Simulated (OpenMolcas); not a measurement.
Cu3+ among 5 point charges of -1 e arranged as a square pyramid (C4v), 2.01 Å from the ion, with the axial distance 2.332 Å.
```
   2.0100    0.0000    0.0000  -1.00
   0.0000    2.0100    0.0000  -1.00
  -2.0100    0.0000    0.0000  -1.00
   0.0000   -2.0100    0.0000  -1.00
   0.0000    0.0000    2.3316  -1.00
```

* Program: OpenMolcas
* Method: CASSCF
* Basis: ANO-RCC-VDZP [5s4p2d1f]
* Scalar Hamiltonian: DKH2, point nucleus
* Active space: 8 electrons in 5 orbitals (3d)
* State averaging: 2S+1 = 3 even, 10 roots; 2S+1 = 1 even, 15 roots
* Spin-orbit coupling: state interaction with AMFI integrals over the reference wave functions

(1) What is the spin-free ground state?

(2) Where is the first state of the same spin?

(3) What are the lowest two levels with spin-orbit coupling?

(4) What is χT at 300 K, and how does it compare with the textbook value?

Results:

(1) A state of multiplicity 3, 1-fold in its orbital part, 100 % from free-ion F terms; it has the highest spin that d8 allows.

(2) A 2-fold state lies at 226 cm-1 above the ground state. The two act as a nearly degenerate pair, with unquenched orbital momentum.

(3) A 1-fold level, then a 1-fold level 34.2 cm-1 above it. Their leading multiplicities are 3 (100 %) and 3 (100 %).

(4) The lowest level has 2S+1 = 3, for which the spin-only value is χT = S(S+1) / 2 = 1.000 cm3 K/mol (g = 2). The computed 3.534 at 300 K differs by +2.534, through orbital momentum, spin-orbit coupling and any other state in reach.

Without dynamic correlation the repulsion within the d shell is too large (B by tens of per cent), so at a given field states of lower spin stand too high. Point charges give a weaker field than real ligands, and real ions of this kind are often low spin; the high spin found here belongs to the model. The ground term spreads over less than 5000 cm-1, several times less than with real ligands, so orbital moments are less quenched and χT lies further from the spin-only value than at real sites. Point charges carry no covalency, so the field is a model and not that of real ligands. An unlabelled pair can be two single states that coincide in this model. No measured value stands beside these numbers.
